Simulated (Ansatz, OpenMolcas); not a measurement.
# Worked example: the enthalpy of formation of AsH3 (arsine)

The species is AsH3 (4 atoms), meant as a singlet with charge 0. SMILES: `[AsH3]`. Geometry: relaxed at PBE0-D4/def2-TZVP.

Total energies at CCSD(T)/cc-pVTZ, 9 core orbitals frozen (OpenMolcas 26.06); the atoms run unrestricted:

| species | state | energy (Eh) |
| --- | --- | --- |
| AsH3 | singlet | -2236.237244 |
| As | quartet | -2234.391055 |
| H | doublet | -0.499810 |

Harmonic wavenumbers at PBE0-D4/def2-TZVP, in cm⁻¹: 921, 1018, 1018, 2215, 2229, 2229.

Measured heats of formation of the gaseous atoms at 298.15 K, in kJ/mol: As 302.5, H 218.0. Take 1 Eh = 2625.50 kJ/mol, 1 cm⁻¹ = 0.0119627 kJ/mol, RT = 2.479 kJ/mol.

Problem. What heat of formation follows?

Solution. 
1. Electronic atomisation energy: (-2234.391055) + 3 × (-0.499810) − (-2236.237244) = 0.346759 Eh = 910.4 kJ/mol.
2. Zero-point energy: half the sum of the wavenumbers, 4815 cm⁻¹ = 57.6 kJ/mol.
3. Thermal vibrational enthalpy, Σ hcν̃/(exp(hcν̃/kT) − 1): 0.3 kJ/mol. Translation, rotation and pV of a non-linear molecule: 4 RT = 9.9 kJ/mol.
4. The 4 free atoms carry 5/2 RT each: 24.8 kJ/mol.
5. Atomisation enthalpy at 298 K: 910.4 − 57.6 − 0.3 − 9.9 + 24.8 = 867.4 kJ/mol.
6. Sum of the atoms' heats of formation: 956.5 kJ/mol. Heat of formation: 956.5 − 867.4 = +89.1 kJ/mol.

The tabulated value is +66.4 kJ/mol (CRC Handbook of Chemistry and Physics), so this level is off by +22.7 kJ/mol, or 2.6 % of the atomisation enthalpy. Coupled cluster needs large bases for atomisation: in a finite one the molecule is underbound. Relativity is left out. Anharmonicity and any spin-orbit splitting of the molecule are left out, and so is core correlation.
